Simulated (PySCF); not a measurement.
C₂H₉GaS.
Cartesian coordinates in Å at the PBE0-D3(BJ)/def2-SVP level; atoms count from 1:
```
atom  x, y, z in Å
C1    -0.449    1.576   -0.423
S2    -0.233    0.348    0.880
C3    -1.393   -0.923    0.343
Ga4    1.942   -0.665    0.163
H5    -0.236    1.130   -1.405
H6    -1.469    1.984   -0.390
H7     0.273    2.378   -0.224
H8    -1.284   -1.765    1.040
H9    -2.421   -0.539    0.392
H10   -1.146   -1.259   -0.674
H11    2.850    0.611    0.366
H12    1.464   -1.006   -1.312
H13    2.015   -1.845    1.209
```

Computed with PBE0-D3(BJ)/def2-SVP geometry optimisation, gas phase in PySCF 2.14.0.

Take the most abundant isotopes and a rigid rotor. 

(1) What are A, B and C (GHz)?

(2) Classify the top.

(3) What does the inertial defect say?

(4) Where do the levels up to J = 2 lie, in cm⁻¹?

(5) Which lines would a microwave search look for?

## Answers

(1) Ia = 91.02, Ib = 280.02, Ic = 325.60 u·Å²; 505379 MHz·u·Å²/I gives 5552, 1805 and 1552 MHz, that is A = 5.5524, B = 1.8048, C = 1.5522 GHz.

(2) An asymmetric top; Ray's κ = -0.874.

(3) Not planar: Δ = Ic − Ia − Ib = -45.45 u·Å². For a rigid frame Δ = −2 Σ m c², so Σ m c² = 22.72 u·Å² lies off the ab plane: 8.12 from hydrogen and 14.61 from heavier atoms. The atom farthest from that plane is 1.62 Å away.

(4) Above 0(0,0):
J = 1: 1(0,1) 0.1120, 1(1,1) 0.2370, 1(1,0) 0.2454
J = 2: 2(0,2) 0.3355, 2(1,2) 0.4525, 2(1,1) 0.4778, 2(2,1) 0.8528, 2(2,0) 0.8532
The levels of one J sum to (2J + 1)J(J + 1)(A + B + C)/3.

(5) The dipole components are |μa| = 4.45 D, |μb| = 0.01 D, |μc| = 0.86 D. The squared components, which scale the intensities, stand as 1.00 : 0.00 : 0.04 (a : b : c). Some lines, for components of 0.1 D or more:

```
type  branch         J(Ka,Kc)    MHz  lower level (cm⁻¹)
   a       Q  3(1,2) ← 3(1,3)   1515               0.776
   a       R  2(1,1) ← 1(1,0)   6967               0.245
   c       R  1(1,0) ← 0(0,0)   7357               0.000
   a       R  3(2,2) ← 2(2,1)  10071               0.853
   a       R  3(2,1) ← 2(2,0)  10120               0.853
   a       R  3(1,2) ← 2(1,1)  10442               0.478
   c       Q  3(2,2) ← 3(1,2)  10872               0.826
   c       Q  2(2,1) ← 2(1,1)  11243               0.478
   c       R  3(1,2) ← 2(0,2)  14707               0.336
   c       R  2(2,1) ← 1(1,1)  18462               0.237
   c       Q  3(3,1) ← 3(2,1)  19315               1.191
   c       R  3(2,1) ← 2(1,1)  21375               0.478
   c       R  3(3,1) ← 2(2,1)  29448               0.853
```

Stationary, but not proved a minimum. Zero-point vibration and centrifugal distortion are left out. A rigid rotor knows nothing of internal rotation, which can split or shift real lines. Quadrupole hyperfine structure (69Ga) is left out.

On one thread of an Arm Neoverse V2 (shared host), this took 42 s wall and 0.53 GiB of memory at its peak. This is the geometry optimisation.
